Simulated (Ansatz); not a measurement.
C3H2O, SMILES `C#CC=O` (charge 0, multiplicity 1).

Cartesian coordinates (Å):
```xyz
6

C      1.5148     0.0934    -0.5848
C      0.3273     0.0487    -0.4064
C     -1.0973    -0.0667    -0.1968
O     -1.8303     0.8746    -0.0176
H      2.5650     0.1533    -0.7411
H     -1.4795    -1.1033    -0.2123
```
Charge 0, multiplicity 1.

Frozen-core energies in 6-31g from Ansatz (a program for electronic structure) at a geometry from B3LYP-D3(BJ)/def2-TZVP; the HF reference has <S^2> = 0.00 (restricted, and unstable towards unrestricted orbitals) and the T1 diagnostic is 0.016.

| level | energy (Ha) | difference from CCSDT(Q) (mHa) |
|---|---|---|
| HF | -189.45835 | 421.84 |
| MP2 | -189.84918 | 31.02 |
| CCSD | -189.86403 | 16.16 |
| CCSD(T) | -189.87777 | 2.42 |
| CCSDT | -189.87822 | 1.97 |
| CCSDT(Q) | -189.88019 | 0.00 |
